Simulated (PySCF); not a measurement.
```xyz
4
charge 0 multiplicity 1, angstrom
Ta   -0.5703    0.0000    0.0000
O    -1.5590    1.4169    0.0000
O    -1.5590   -1.4169    0.0000
Br    1.9395    0.0000    0.0000
```

Level of theory: PBE0 in PySCF with Ta def2-TZVP with ECP60, O def2-TZVP, Br def2-TZVP; scalar-relativistic core potentials, no spin–orbit coupling; density-fitted integrals.

This geometry of TaO₂Br is a stationary point at this level.

Q: What is the point group?

A: C2v.

Q: Is it a minimum?

A: No: it has 1 imaginary mode, at 112i cm⁻¹ (b1).

Q: List the harmonic modes with their infrared intensities.

A: 
```csv
symmetry,ω (cm⁻¹),IR (km/mol),type
b1,112i,–,bend
b2,125,8.1,bend
a1,229,10.9,mixed
a1,350,16.7,bend
b2,956,238,stretch
a1,1010,131,stretch
```

Q: Give the atomic charges and bond orders.

A: 
```
atom  Mulliken  Löwdin  polar tensor  Mayer order to Ta1
 Ta1      1.41    0.64          2.34                   –
O2,3     -0.51   -0.31         -0.89                2.11
 Br4     -0.39   -0.02         -0.56                1.00
```

In C2v the vibrations span b1 + 2b2 + 3a1. Here b1 is antisymmetric to the molecular plane and b2 lies in it.

Only a few start shapes were tried, so a lower isomer may exist. At this level a singlet minimum of Cs symmetry lies 23 kJ/mol below this structure. Spin–orbit coupling, left out here, can matter for elements this heavy.
